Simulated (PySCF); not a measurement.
Species: C6H11OP.
Numbering: `[CH3:1][CH2:2][C@H:3]([CH3:4])[P:5]1(=[O:6])[CH:7]=[CH:8]1`

NICS = −σ at a ghost point: NICS(0) at the centroid of the ring atoms, NICS(1) 1 Å to either side along the normal of their mean plane, zz for the tensor component along that normal. Level: GIAO PBE0/pcSseg-1 (PySCF, non-relativistic, gas phase) on the GFN2-xTB geometry, one conformer.

Ring bond lengths (Å), with Mayer bond orders in brackets: P5–C7 1.799 (0.88), C7–C8 1.342 (1.61), C8–P5 1.802 (0.87).

Problem. What do the NICS probes read (ppm)?

Solution. 
```
    ring                                                     type  NICS(0)  NICS(1), two faces  NICS(1)zz, two faces  rms pucker (Å)  centre to ring atoms, mean (Å)
P5–C7–C8  3-membered ring with P; formal bonds 1 double, 2 single    -13.7         -9.0 / -6.4          -12.8 / -8.0            0.00                            0.95
```

Problem. What can be read from them?

Solution. 
- P5–C7–C8: mean NICS(1)zz -10.4 ppm, shielded. P5 has four or more neighbours, so the value isn't read as a sign of a π ring current. The two faces differ by 4.8 ppm, so no symmetry operation interchanges them. NICS(0) lies 6 ppm below the mean NICS(1).

Problem. At the first NICS(1) probe listed for ring P5–C7–C8, 1 Å off the ring, how large is the induced field along the normal in 7.05 T applied along it?

Solution. NICSzz × B0 = -12.8 ppm × 7.05 T = -90 μT, against the applied field.

Cost: about 1.6 min of CPU time on one thread; the machine was shared, so the figure is rough. This is the whole shielding run at PBE0/pcSseg-1, SCF included.

Conformer computed: `[CH3:1][CH2:2][C@H:3]([CH3:4])[P:5]1(=[O:6])[CH:7]=[CH:8]1`: C1–C2–C3–C4 176°, C2–C3–P5–O6 52°.
